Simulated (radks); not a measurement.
Results of a calculation; reference values are marked as such.
Q: These are the eigenvalues of the occupied orbitals of an atom or ion with whole-number occupations (eV). Code: a radial shooting solver on a logarithmic mesh with Libxc functionals. Model: scalar-relativistic Kohn-Sham, PBE, spin-unpolarised, spherical densities, point nucleus.

orbital  eigenvalue
1s        -23624.51
2s        -3914.688
2p        -3570.236
3s        -1122.799
3p        -1009.094
3d        -832.6177

Which element is it, and in what charge state? The configuration may be excited.

A: Z = 45, rhodium, charge +19: Rh19+ in [Ar] 3d8. The list shows which subshells hold electrons but not how many an open one holds; the 1s level, -868.18 hartree, gives Z - s = 41.7 by -(Z - s)^2/2, which with screening and relativity narrows Z to a few neighbours, and the depths of the outer levels then fix element, charge and occupations together.
